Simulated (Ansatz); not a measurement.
Bond stretch in Al(Me)2(OSiOH3), C2H9AlO4Si, SMILES [CH3][Al]([CH3])[O][Si](O)(O)O. The Al1–C14 bond (Al1 also carries C, O; C14 carries H, H, H) is pulled apart rigidly from the PBE0/def2-SVP optimised geometry.

- UKS-PBE0 = unrestricted PBE0/def2-SVP (Ansatz, an electronic-structure program)
- RKS-PBE0 = Ansatz with restricted PBE0/def2-SVP
- UKS-BLYP = unrestricted BLYP/def2-SVP (Ansatz)
- RKS-BLYP = restricted BLYP/def2-SVP (Ansatz)
- UKS-PBE = unrestricted PBE/def2-SVP (Ansatz)
- RKS-PBE = restricted PBE/def2-SVP (Ansatz)

Scanned distances (Å): 1.60, 1.70, 1.83, 1.91, 1.95, 2.00, 2.07, 2.23, 2.38, 2.60, 2.82, 3.23, 3.57, 4.13, 4.74, 5.71.

### Question
Where does the unrestricted solution first break spin symmetry (<S²> of 0.01 or more)?

### Answer
UKS-PBE0: between 2.82 and 3.23 Å; UKS-BLYP: between 3.23 and 3.57 Å; UKS-PBE: between 3.23 and 3.57 Å.

| R / Å | <S²> UKS-PBE0 | E(RKS-PBE0) − E(UKS-PBE0) / kcal/mol | <S²> UKS-BLYP | E(RKS-BLYP) − E(UKS-BLYP) / kcal/mol | <S²> UKS-PBE | E(RKS-PBE) − E(UKS-PBE) / kcal/mol |
|---|---|---|---|---|---|---|
| 1.60 | 0.00 | 0.0 | 0.00 | 0.0 | 0.00 | 0.0 |
| 1.70 | 0.00 | 0.0 | 0.00 | 0.0 | 0.00 | 0.0 |
| 1.83 | 0.00 | 0.0 | 0.00 | 0.0 | 0.00 | 0.0 |
| 1.91 | 0.00 | 0.0 | 0.00 | 0.0 | 0.00 | 0.0 |
| 1.95 | 0.00 | 0.0 | 0.00 | 0.0 | 0.00 | 0.0 |
| 2.00 | 0.00 | 0.0 | 0.00 | 0.0 | 0.00 | 0.0 |
| 2.07 | 0.00 | 0.0 | 0.00 | 0.0 | 0.00 | 0.0 |
| 2.23 | 0.00 | 0.0 | 0.00 | 0.0 | 0.00 | 0.0 |
| 2.38 | 0.00 | 0.0 | 0.00 | 0.0 | 0.00 | 0.0 |
| 2.60 | 0.00 | 0.0 | 0.00 | 0.0 | 0.00 | 0.0 |
| 2.82 | 0.00 | 0.0 | 0.00 | 0.0 | 0.00 | 0.0 |
| 3.23 | 0.17 | 0.3 | 0.00 | 0.0 | 0.00 | 0.0 |
| 3.57 | 0.61 | 5.2 | 0.19 | 0.2 | 0.25 | 0.4 |
| 4.13 | 0.89 | 17.3 | 0.72 | 5.3 | 0.76 | 6.5 |
| 4.74 | 0.98 | 28.5 | 0.91 | 11.4 | 0.93 | 13.5 |
| 5.71 | 1.00 | 38.9 | 0.99 | 17.4 | 1.00 | 20.0 |
